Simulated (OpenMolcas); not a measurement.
## Sb⁻: terms and fine structure

| Quantity | Value |
| --- | --- |
| Program | OpenMolcas 26.06 |
| Method | CASSCF |
| Basis | ANO-RCC-VQZP [8s7p5d3f2g] |
| Scalar Hamiltonian | DKH2, point nucleus |
| Active space | 4 electrons in 3 orbitals (5p) |
| State averaging | 2S+1 = 3 even, 3 roots; 2S+1 = 1 even, 6 roots |
| Spin-orbit coupling | RASSI with atomic mean-field integrals over the reference wave functions, term energies averaged over their components |

Spin-free terms above the lowest, with the occupations of the reference:

| Configuration | Term | E (cm-1) | Occupations |
| --- | --- | --- | --- |
| 5s2 5p4 | 3P | 0.0 | 5p 4.00 |

With spin-orbit coupling, above the lowest level:

```json
{"Configuration": "5s2 5p4", "Term": "3P", "J": "2", "E (cm-1)": "0.0", "g": "1.486", "Term weight %": "97"}
{"Configuration": "5s2 5p4", "Term": "3P", "J": "1", "E (cm-1)": "2481", "g": "1.501", "Term weight %": "100"}
{"Configuration": "5s2 5p4", "Term": "3P", "J": "0", "E (cm-1)": "3010", "g": "", "Term weight %": "97"}
```

Spin-orbit coupling puts the lowest level 1377 cm-1 below the lowest spin-free term.

For 3P the intervals divided by the larger J are -528.6, -1240.6 cm-1. Landé's interval rule makes them equal in pure LS coupling; they differ by 80 % of their mean. The multiplet is inverted.

With the s shell closed, the reference lacks s² → p² mixing. No diffuse functions were added, so excited terms of the anion can stand markedly too high. Levels of configurations outside the active space are missing. Levels above the detachment limit are left out.

The term weight is that of the spin-free term in the level, not the purity of its configuration.
